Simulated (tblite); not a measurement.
Compound: C3H10GaNO.
Z-matrix (Å and degrees, GFN2-xTB geometry), rows numbered from 1:
```
C 
C   1  1.5232
O   2  1.4083  1  112.29
Ga  3  1.7335  2  141.57  1    -0.53
N   4  1.8184  3  112.17  2   179.78
C   5  1.4569  4  127.01  3   179.58
H   1  1.0914  2  109.36  3    59.30
H   1  1.0875  2  110.61  3   179.76
H   1  1.0913  2  109.40  3   -59.68
H   2  1.0975  1  109.80  3  -120.47
H   2  1.0975  1  109.92  3   120.49
H   4  1.5392  3  127.12  2     0.04
H   5  1.0137  4  120.56  3     0.67
H   6  1.0952  5  111.61  4   119.64
H   6  1.0954  5  111.73  4  -118.72
H   6  1.0925  5  108.64  4     0.50
```

Calculated harmonic vibrations of the isolated species, GFN2-xTB (tblite), most abundant isotopes, no scaling. This tight-binding method is rough: wavenumbers can miss measured ones by several per cent, in bad cases by 10 to 20. Modes of hydrogen on gallium can be 10 to 20 % off. One conformer, not necessarily the lowest.

How many normal modes are there?

16 atoms, non-linear: 3N − 6 = 42.

What is the point group of the computed structure, and how do the modes divide by symmetry?

Cs. The vibrations span 26 a′ + 16 a″.

How many distinct wavenumbers does the calculation give?

42: Cs has no degenerate species.

How many fundamentals are allowed in the infrared by symmetry?

42 of 42: in Cs every mode is allowed. All fundamentals are allowed in the Raman spectrum.

Zero-point energy?

Half the sum of the wavenumbers, 27412 cm⁻¹, or 3.399 eV from 42 modes, 1.777 eV of it from above 1550 cm⁻¹.

What thermal excitation has the softest real mode at 200 K?

38.6 cm⁻¹ is a vibrational temperature θ of 56 K. The population of v = 1 over v = 0 is exp(−θ/T) = 0.76, and the mean quantum number is 3.1.

Run on x86-64 server, one thread, no GPU, shared host. The figure is for the frequency step alone.
